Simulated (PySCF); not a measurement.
# [PbCl5]− at several levels of theory

Computed with PySCF 2.14.0 (density fitting, no spin-orbit coupling) at the geometry relaxed with BP86:

```xyz
6
[PbCl5]− (singlet)
Pb    0.0000    0.0000   -0.0270
Cl    0.0000    0.0000    2.4868
Cl    2.4925    0.0000   -0.5906
Cl    0.0000    2.4925   -0.5906
Cl   -2.4925    0.0000   -0.5906
Cl    0.0000   -2.4925   -0.5906
```

| level | basis | state | HOMO (eV) | gap (eV) | charge on Pb1 (e) | dipole about the centre of mass (D) | largest force component (eV/Å) |
| --- | --- | --- | --- | --- | --- | --- | --- |
| BP86 | Pb def2-SVP with ECP60, Cl def2-SVP | singlet | -2.68 | 1.42 | 0.68 | 0.19 | 0.01 |
| B3LYP | the same | singlet | -3.70 | 2.96 | 0.78 | 0.19 | 0.14 |
| TPSS | the same | singlet | -2.81 | 1.58 | 0.78 | 0.20 | 0.10 |
| PBE | the same | singlet | -2.57 | 1.45 | 0.68 | 0.19 | 0.06 |
| BP86 | Pb def2-TZVP with ECP60, Cl def2-TZVP | singlet | -3.22 | 1.47 | 0.97 | 0.13 | 0.24 |
| BP86 | Pb x2c-SVPall, Cl x2c-SVPall | singlet | -2.65 | 1.42 | 0.74 | 0.20 | 0.13 |

Charges are Mulliken's, which hang on the basis. The relaxation used the grid (50, 194), these runs (75, 302) or, all-electron (x2c bases, spin-free X2C Hamiltonian), (99, 590).

Problem. What does CAM-B3LYP with Pb def2-SVP with ECP60, Cl def2-SVP give here?

Solution. state singlet, HOMO (eV) -5.39, gap (eV) 5.64, charge on Pb1 (e) 0.79, dipole about the centre of mass (D) 0.18, largest force component (eV/Å) 0.58. Time: 9.3 s on 2 threads of Arm Neoverse V1, on a shared host, from an already converged density.

In the first row's basis the gap widens with exact exchange: 1.4 to 1.6 eV for BP86, PBE, TPSS (none); 3.0 eV for B3LYP (a fixed share); 5.6 eV for CAM-B3LYP (rising or full at long range).

A frequency check found unstable modes (1, the lowest at -39 cm⁻¹), so the relaxed geometry is a saddle point, or these are noise.
